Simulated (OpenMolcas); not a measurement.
**Computed levels of Kr III**

| Quantity | Value |
| --- | --- |
| Program | OpenMolcas |
| Method | MS-RASPT2, IPEA 0.25 Eh, imaginary shift 0.1 Eh (closed shells correlated: 3d) |
| Basis | ANO-RCC-VTZP [6s5p3d1f] |
| Scalar Hamiltonian | DKH2, point nucleus |
| Active space | 6 electrons in 9 orbitals (RAS2 4s 4p; RAS3 4d, at most 2 electrons) |
| State averaging | 2S+1 = 3 even, 3 roots; 2S+1 = 1 even, 7 roots; 2S+1 = 3 odd, 3 roots; 2S+1 = 1 odd, 3 roots |
| Spin-orbit coupling | state interaction with AMFI integrals over the reference wave functions, term energies averaged over their components |

With spin-orbit coupling, above the lowest level:

```json
{"Configuration": "4s² 4p⁴", "Term": "³P", "J": "2", "E (cm⁻¹)": "0.0", "Measured (cm⁻¹)": "0.0", "Term weight %": "97"}
{"Configuration": "4s² 4p⁴", "Term": "³P", "J": "1", "E (cm⁻¹)": "4050", "Measured (cm⁻¹)": "4548", "Term weight %": "100"}
{"Configuration": "4s² 4p⁴", "Term": "³P", "J": "0", "E (cm⁻¹)": "4930", "Measured (cm⁻¹)": "5313", "Term weight %": "97"}
{"Configuration": "4s² 4p⁴", "Term": "¹D", "J": "2", "E (cm⁻¹)": "15060", "Measured (cm⁻¹)": "14644", "Term weight %": "97"}
{"Configuration": "4s² 4p⁴", "Term": "¹S", "J": "0", "E (cm⁻¹)": "33510", "Measured (cm⁻¹)": "33080", "Term weight %": "97"}
{"Configuration": "4s 4p⁵", "Term": "³P°", "J": "2", "E (cm⁻¹)": "115930", "Measured (cm⁻¹)": "115931", "Term weight %": "100"}
{"Configuration": "4s 4p⁵", "Term": "³P°", "J": "1", "E (cm⁻¹)": "119150", "Measured (cm⁻¹)": "119380", "Term weight %": "99"}
{"Configuration": "4s 4p⁵", "Term": "³P°", "J": "0", "E (cm⁻¹)": "121030", "Measured (cm⁻¹)": "121543", "Term weight %": "100"}
```

Against the 7 measured excited levels shown (Saloman, J. Phys. Chem. Ref. Data 36, 215 (2007)) the mean absolute deviation is 350 cm-1; the largest miss in energy is 4s 4p⁵ ³P°₀: computed 121030, measured 121543 cm⁻¹ (-0.4 %), and the largest in proportion 4s² 4p⁴ ³P₁ (-11.0 %).

Spin-orbit coupling puts the lowest level 2247 cm⁻¹ below the lowest spin-free term.

For ³P the intervals divided by the larger J are -877.3, -2024.8 cm-1. Landé's interval rule makes them equal in pure LS coupling; they differ by 79 % of their mean. The multiplet is inverted.

Term energies are means over components that CASPT2 splits; among the terms shown or strongly mixed into the levels shown the widest spread is 28 cm-1 (4s² 4p⁴ ¹D). The run also gave levels led by 4s² 4p³ 4d, which use shells meant for correlation; these and all levels above them are left out. Some terms mix strongly with configurations of 4d, whose occupation reaches 0.24 (4s 4p⁵ ³P°). Measured partners are found by configuration, term and J. A level has none where our copy of the source lacks it or the pairing is in doubt (some pairs that miss far off the trend of their configuration count as doubtful), and it then counts in no deviation. Levels of configurations outside the active space are missing. The first state left out of the spin-orbit step lies near 170000 cm-1 above the lowest spin-free state of the reference (among the parities and spins computed), and the list stops at four fifths of that energy or lower.

The term weight is that of the spin-free term in the level, not the purity of its configuration. ° marks odd parity.
